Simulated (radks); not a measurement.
Values are calculated unless marked as measured or tabulated.
The caesium anion Cs-, [Xe] 6s2, held by a Watson sphere: a shell of charge +1 at radius R that stands for the Madelung well of a crystal (potential energy -1/R inside, -1/r outside, in hartree with lengths in bohr). Code: a radial shooting solver on a logarithmic mesh with Libxc functionals. Model: scalar-relativistic Kohn-Sham, LDA (Slater exchange, Perdew-Wang correlation), spin-polarised, spherical densities, point nucleus. Response by self-consistent Sternheimer equations with the Hartree and adiabatic LDA kernel, the relativistic mass of each level held fixed and spin-orbit coupling left out. The sphere does not respond.

R (bohr),e(5s) (eV),e(5p) (eV),e(6s) (eV),<r> 6s (bohr),sum of <r^2> (bohr^2),X-ray form factor at sin(theta)/lambda = 0.1 1/angstrom,alpha (bohr^3)
2.97,-29.033,-15.799,-3.266,4.868,105.0,50.800,258.6
3.21,-28.600,-15.385,-3.252,4.899,105.9,50.777,263.2
3.32,-28.423,-15.212,-3.243,4.917,106.4,50.767,266.2
3.84,-27.733,-14.524,-3.175,5.030,109.1,50.724,287.4
4.17,-27.403,-14.187,-3.114,5.120,111.1,50.699,306.4
4.56,-27.094,-13.868,-3.030,5.235,113.8,50.673,333.5
4.92,-26.868,-13.634,-2.944,5.347,116.4,50.652,362.5
6.6,-26.242,-12.982,-2.525,5.858,129.4,50.596,534.2
